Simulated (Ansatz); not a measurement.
Consider the formal exchange of groups at a C–C bond: `C/C=C/[SiH2]N` + SiH₄ → `N[SiH2]/C=C/[SiH3]` + CH₄.

Calculated with Ansatz (gas phase, PBE0-D4/def2-TZVP geometries, no zero-point term in ΔE). CCSD(T)/CBS is the MP2 limit (def2-TZVPP, def2-QZVPP) plus CCSD(T) − MP2 in def2-TZVPP, frozen cores. This one scheme is used for every species. Double bonds are as drawn, so ΔE can hold a change between cis and trans. DFT in def2-TZVPP. HSE06 is defined as in plane-wave codes. Each species was taken in one conformer, which may not be the lowest.

| level | ΔE (kJ/mol) | difference from CCSD(T)/CBS |
| --- | --- | --- |
| PBE-D4 | -31.4 | 0.4 |
| revPBE-D4 | -31.8 | 0.0 |
| BHLYP-D4 | -31.2 | 0.6 |
| ωB97M-V | -30.9 | 0.9 |
| PBE | -29.0 | 2.8 |
| r2SCANh | -31.2 | 0.6 |
| HSE06 | -28.0 | 3.8 |
| HF/def2-SVP | -21.5 | 10.3 |
| SCS-MP2/def2-TZVPP | -29.1 | 2.7 |
| MP2/CBS(def2) | -33.4 | -1.6 |
| CCSD(T)/CBS | -31.8 | 0 |

Largest T1 diagnostic among the species: 0.011.

At CCSD(T), def2-SVP lies +10.2 kJ/mol from the extrapolated value and def2-TZVPP +2.1 kJ/mol. The D4 term adds −3.9 kJ/mol with B3LYP and −2.2 kJ/mol with PBE0; it sums over pairs of atoms, weighted by their polarisabilities, and B3LYP, whose exchange is more repulsive, gets the larger term. Leaving LDA and LC-ωPBE aside and taking each functional with its dispersion term where it has one, the values, not all of them listed here, spread over 5.4 kJ/mol, from BLYP-D4 to ωB97X-V. LDA lies +3.8 kJ/mol from PBE without D4.

CCSD(T)/CBS has its own doubt, a few kJ/mol and more with outer-core shells, so smaller differences from it don't rank the levels.

B3LYP here is the variant with VWN-RPA as its local correlation; programs differ in this.
